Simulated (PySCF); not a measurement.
**Correlation energy of Cl⁺ (chlorine, charge +1)**

[Ne] 3s2 3p4, high-spin 3P determinant. Calculation: PySCF 2.14, in aug-cc-pV(T+d)Z (6s5p4d2f, 55 functions); the non-relativistic Hamiltonian (point nucleus). Frozen: [Ne]; 6 electrons correlated.

```
  level  correlation energy (mhartree)
   CCSD                        -150.34
    (T)                          -4.57
CCSD(T)                        -154.91
```

Diagnostics: T1 = 0.0089, D1 = 0.0287, largest double amplitude 0.040.

Q: Is a single reference adequate?

A: Yes: T1 lies below 0.03 and no double amplitude reaches 0.07.
